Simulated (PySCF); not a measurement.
# Trend along group 13: MC cations

PBE0 with double-zeta basis sets in PySCF, for the lowest determinant that a PBE0 search found; no spin–orbit coupling. De refers to high-spin ground-configuration atoms (the charge goes to the atom of lower measured ionisation energy or higher electron affinity, which is not always the lowest computed limit). A positive dipole points towards C; it is taken about the centre of mass and depends on that origin.

| M | basis | charged atom | state (unpaired electrons) | Re (Å) | ωe (cm⁻¹) | De (eV) | μ (D) |
| --- | --- | --- | --- | --- | --- | --- | --- |
| Ga | cc-pVDZ-PP/cc-pVDZ | Ga+ | triplet (σ ↑, π ↑) | 2.641 | 184 | 0.45 | 0.51 |
| In | cc-pVDZ-PP/cc-pVDZ | In+ | triplet (σ ↑, π ↑) | 2.884 | 156 | 0.35 | 0.77 |
| Tl | def2-SVP | Tl+ | triplet (σ ↑, π ↑) | 3.007 | 148 | n/a | 1.05 |

The shortest bond is that of GaC⁺ (2.641 Å), the longest that of TlC⁺ (3.007 Å).

The rows differ in basis set, which adds steps of its own.

Down a group the atoms grow and get heavier, so bonds lengthen and wavenumbers fall; this series shows no clear exception.

Weak bonds: GaC⁺, InC⁺. Basis-set superposition, not corrected here, can be much of De in a small basis, most of all at correlated wavefunction levels. Spin–orbit coupling is left out, which matters for elements this heavy, above all for dissociation energies. For an ion De counts to the pair picked by the measured ionisation energies or electron affinities, which need not be the lowest pair at this level. States were picked by a PBE0 search and need not be the measured ground states.
